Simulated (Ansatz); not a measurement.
Total energies of `[O][Sn]([F])([Cl])[Cl]` radical.

```
atom   x (Å)   y (Å)   z (Å)
  O1  -1.843  -0.402  -0.657
 Sn2  -0.017  -0.005  -0.042
  F3   1.135   0.106  -1.540
 Cl4   0.010   2.029   0.982
 Cl5   0.715  -1.728   1.257
```

The species carries charge 0 and has multiplicity 2. Correlated methods include outer-core shells of Sn, which these sets cover unevenly. Sn: def2 effective core potential. The geometry is a stationary point of PBE0-D4/def2-TZVP. Basis def2-TZVPP, Ansatz 0.2.0.

RPA on PBE orbitals: Hartree–Fock energy of these orbitals -1306.75695 Eh, correlation -1.71732 Eh (frozen core).

```json
{"functional": "B97M-V", "energy without D4 (Eh)": "-1309.63489", "D4 term (kJ/mol)": "–"}
{"functional": "BHLYP", "energy without D4 (Eh)": "-1309.78787", "D4 term (kJ/mol)": "-24.9"}
```

Give the same for LDA (SPW92), PBE, revPBE, BLYP, r2SCAN, PBE0, B3LYP, r2SCANh, r2SCAN0, HSE06 (plane-wave form), CAM-B3LYP, LC-ωPBE, ωB97X-V, ωB97M-V, B2PLYP, PBE-QIDH. (An estimate is asked.)

The calculation gave: 
| functional | energy without D4 (Eh) | D4 term (kJ/mol) |
| --- | --- | --- |
| LDA (SPW92) | -1305.44296 | – |
| PBE | -1309.37731 | -16.4 |
| revPBE | -1309.74169 | -37.1 |
| BLYP | -1309.85538 | -34.2 |
| r2SCAN | -1309.87567 | -3.7 |
| PBE0 | -1309.45481 | -14.2 |
| B3LYP | -1310.02182 | -26.9 |
| r2SCANh | -1309.84983 | -4.1 |
| r2SCAN0 | -1309.81298 | -4.6 |
| HSE06 (plane-wave form) | -1309.43103 | -13.5 |
| CAM-B3LYP | -1309.89232 | -14.9 |
| LC-ωPBE | -1309.60635 | – |
| ωB97X-V | -1309.71002 | – |
| ωB97M-V | -1309.79533 | – |
| B2PLYP | -1309.36021 | – |
| PBE-QIDH | -1309.06839 | – |

B3LYP takes the VWN-RPA correlation (the form of Gaussian; ORCA's B3LYP/G). HSE06 is the plane-wave form, built on full-range PBE exchange. The double hybrids freeze the cores in their second-order part.

LC-ωPBE has ω = 0.4 bohr⁻¹.
